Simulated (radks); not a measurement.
The mean radii <r> (bohr) of the occupied orbitals of an atom or ion are listed with their occupations. All-electron calculation, non-relativistic Kohn-Sham, PBE, spin-polarised, spherical densities, point nucleus. Program: a radial shooting solver on a logarithmic mesh with Libxc functionals.

| orbital | occ. | <r> |
|---|---|---|
| 1s down | 1 | 0.05691 |
| 1s up | 1 | 0.05691 |
| 2s up | 1 | 0.2588 |
| 2s down | 1 | 0.2585 |
| 2p up | 3 | 0.2264 |
| 2p down | 3 | 0.2260 |
| 3s up | 1 | 0.7829 |
| 3s down | 1 | 0.7851 |
| 3p up | 3 | 0.8190 |
| 3p down | 3 | 0.8229 |
| 3d up | 5 | 1.008 |
| 3d down | 2 | 1.043 |
| 4d up | 1 | 5.422 |

Name the element and its charge. Open shells, if any, are filled with parallel spins first.

Answer. Z = 27, cobalt, charge +1: Co+ in [Ar] 3d7 4d1. The 1s radius gives Z: for a bare nucleus <r> = 1.5/Z, 0.05556 bohr for Z = 27, and screening makes it slightly larger (0.05691 here). The occupations add up to 26, and the charge is Z minus that.
